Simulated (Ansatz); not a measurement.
Steps of a relaxation of H$_{6}$SSi$_{3}$, SMILES `S[SiH]1[SiH2][SiH2]1` with RKS PBE-D4/def2-SVP.

```sh
$ ansatz run in.yaml --threads 2 --pin off --events-out ev --progress --plain --max-ram 4352MiB
```

```yaml
crystal:
  periodic: [false, false, false]
  atoms:
    - {symbol: S, position_ang: [-2.094500, 0.164400, -1.464600]}
    - {symbol: Si, position_ang: [-0.938800, 0.243600, 0.261400]}
    - {symbol: Si, position_ang: [0.497000, -1.431900, 0.489600]}
    - {symbol: Si, position_ang: [1.328800, 0.652400, -0.085100]}
    - {symbol: H, position_ang: [-2.439400, 1.508500, -1.533800]}
    - {symbol: H, position_ang: [-1.553500, 0.870100, 1.470500]}
    - {symbol: H, position_ang: [0.921400, -1.836800, 1.894200]}
    - {symbol: H, position_ang: [0.678800, -2.431500, -0.587900]}
    - {symbol: H, position_ang: [1.708700, 0.815000, -1.450900]}
    - {symbol: H, position_ang: [1.974700, 1.394900, 1.009600]}
basis:
  gaussian: {orbitals: def2-SVP}
hamiltonian: {xc: pbe, dispersion: d4}
relax: {f_tol: 0.03, max_steps: 200}
```

Positions (Å) and forces (eV/Å) along the path, 10 of 10 steps:

```xyz
10
step=1 energy=-34537.5886 eV
S    -2.095    0.164   -1.465   -1.157    0.229   -1.161
Si   -0.939    0.244    0.261   -0.136    1.317    0.700
Si    0.497   -1.432    0.490    1.133   -1.008    0.665
Si    1.329    0.652   -0.085   -0.639   -0.136    1.090
H    -2.439    1.508   -1.534    0.293   -0.501    0.056
H    -1.554    0.870    1.470   -0.160   -0.054    0.199
H     0.921   -1.837    1.894   -0.225   -0.093   -0.320
H     0.679   -2.432   -0.588   -0.094   -0.406   -0.132
H     1.709    0.815   -1.451    0.531    0.330   -1.303
H     1.975    1.395    1.010    0.455    0.323    0.205
10
step=2 energy=-34537.8888 eV
S    -2.219    0.107   -1.475   -0.038    0.552    0.022
Si   -0.944    0.306    0.252   -0.229    0.180    0.183
Si    0.553   -1.427    0.485    0.339   -0.473    0.182
Si    1.348    0.719   -0.061   -0.252   -0.181    0.314
H    -2.403    1.476   -1.569    0.006   -0.433   -0.110
H    -1.608    0.827    1.502   -0.020    0.000   -0.042
H     0.858   -1.930    1.879   -0.061    0.080   -0.154
H     0.600   -2.533   -0.537    0.002    0.079    0.016
H     1.775    0.939   -1.455    0.198    0.118   -0.422
H     2.123    1.463    0.982    0.056    0.078    0.012
10
step=3 energy=-34537.9151 eV
S    -2.233    0.145   -1.444   -0.023    0.189   -0.032
Si   -0.951    0.305    0.295   -0.139    0.104   -0.081
Si    0.579   -1.454    0.499    0.037   -0.070   -0.075
Si    1.341    0.706   -0.065   -0.032    0.007    0.098
H    -2.428    1.493   -1.657    0.131   -0.284    0.104
H    -1.635    0.822    1.535    0.063   -0.002   -0.010
H     0.860   -1.958    1.887    0.010    0.027   -0.021
H     0.618   -2.546   -0.537   -0.022    0.058    0.040
H     1.804    0.960   -1.470   -0.026   -0.010   -0.010
H     2.129    1.475    0.961    0.002   -0.019   -0.013
10
step=4 energy=-34537.9207 eV
S    -2.241    0.086   -1.407    0.063    0.188    0.018
Si   -0.976    0.325    0.326    0.084   -0.110    0.083
Si    0.556   -1.444    0.474    0.002    0.041    0.111
Si    1.310    0.725   -0.039   -0.025   -0.078   -0.192
H    -2.258    1.416   -1.728   -0.042   -0.072   -0.033
H    -1.604    0.854    1.585   -0.092   -0.003    0.000
H     0.892   -1.952    1.848    0.004   -0.021   -0.006
H     0.544   -2.519   -0.573    0.007    0.017   -0.013
H     1.720    0.997   -1.458    0.022    0.026    0.008
H     2.140    1.462    0.974   -0.025    0.012    0.023
10
step=5 energy=-34537.9229 eV
S    -2.190    0.177   -1.441   -0.096   -0.105   -0.045
Si   -0.997    0.271    0.355    0.067    0.103    0.026
Si    0.574   -1.459    0.513    0.001   -0.016   -0.116
Si    1.268    0.710   -0.081    0.010    0.012    0.078
H    -2.165    1.515   -1.713    0.048   -0.020    0.045
H    -1.673    0.773    1.603   -0.013    0.026   -0.022
H     0.949   -1.947    1.883   -0.020    0.021    0.010
H     0.566   -2.547   -0.520   -0.003   -0.021   -0.002
H     1.660    0.977   -1.507   -0.031    0.005    0.014
H     2.091    1.479    0.912    0.036   -0.006    0.012
10
step=6 energy=-34537.9316 eV
S    -2.183    0.129   -1.427   -0.012   -0.023   -0.009
Si   -0.986    0.298    0.362   -0.004    0.013    0.047
Si    0.561   -1.454    0.493    0.019   -0.016   -0.005
Si    1.283    0.717   -0.066    0.015    0.002    0.006
H    -2.173    1.463   -1.716    0.000    0.011   -0.017
H    -1.683    0.816    1.593    0.001   -0.001   -0.012
H     0.941   -1.949    1.861   -0.001    0.019   -0.007
H     0.538   -2.544   -0.539   -0.010    0.009   -0.001
H     1.654    1.013   -1.490   -0.002    0.008   -0.005
H     2.129    1.460    0.931   -0.006   -0.022    0.003
10
step=7 energy=-34537.9329 eV
S    -2.165    0.117   -1.426    0.012    0.121   -0.004
Si   -0.988    0.301    0.379   -0.021    0.020    0.036
Si    0.557   -1.454    0.490    0.013   -0.006   -0.010
Si    1.277    0.717   -0.067   -0.004   -0.001   -0.013
H    -2.144    1.451   -1.739    0.000   -0.129    0.022
H    -1.696    0.823    1.602   -0.003   -0.007   -0.025
H     0.973   -1.938    1.851   -0.008    0.007   -0.002
H     0.503   -2.548   -0.536    0.001   -0.001   -0.002
H     1.629    1.043   -1.489    0.011    0.008   -0.007
H     2.136    1.436    0.937   -0.001   -0.012    0.005
10
step=8 energy=-34537.9342 eV
S    -2.151    0.102   -1.417    0.030    0.143   -0.002
Si   -0.990    0.308    0.398   -0.020   -0.007    0.006
Si    0.553   -1.451    0.483   -0.001    0.000    0.009
Si    1.271    0.721   -0.070    0.000   -0.001   -0.015
H    -2.114    1.429   -1.755   -0.010   -0.132    0.023
H    -1.714    0.833    1.610    0.004   -0.005   -0.019
H     0.989   -1.927    1.841    0.003   -0.001   -0.012
H     0.478   -2.549   -0.538   -0.004    0.000    0.006
H     1.614    1.073   -1.489    0.007    0.007    0.010
H     2.147    1.408    0.941   -0.009   -0.004   -0.007
10
step=9 energy=-34537.9350 eV
S    -2.137    0.090   -1.410    0.028    0.078    0.003
Si   -0.991    0.312    0.413   -0.006   -0.004   -0.003
Si    0.549   -1.450    0.476   -0.010    0.000    0.022
Si    1.266    0.723   -0.073   -0.002    0.013   -0.034
H    -2.091    1.409   -1.770   -0.007   -0.068    0.015
H    -1.728    0.847    1.612    0.006   -0.009   -0.008
H     1.016   -1.919    1.827   -0.002   -0.006   -0.017
H     0.444   -2.555   -0.535    0.005    0.010    0.011
H     1.604    1.105   -1.486    0.004   -0.002    0.027
H     2.151    1.386    0.949   -0.016   -0.011   -0.016
10
step=10 energy=-34537.9352 eV
S    -2.113    0.082   -1.408   -0.010   -0.007    0.002
Si   -0.991    0.317    0.427   -0.020    0.005   -0.007
Si    0.542   -1.448    0.479    0.021   -0.004    0.013
Si    1.260    0.726   -0.075    0.018    0.005    0.002
H    -2.074    1.397   -1.774    0.002    0.009   -0.003
H    -1.741    0.851    1.617    0.005   -0.002   -0.004
H     1.027   -1.926    1.820   -0.002    0.001   -0.013
H     0.427   -2.547   -0.538   -0.003    0.001    0.008
H     1.595    1.113   -1.487   -0.002    0.004    0.011
H     2.152    1.383    0.943   -0.010   -0.013   -0.010
```

It took 11 s on 2 threads of an Intel Xeon 6975P-C on a shared host, with 0.16 GiB of host memory at the peak.
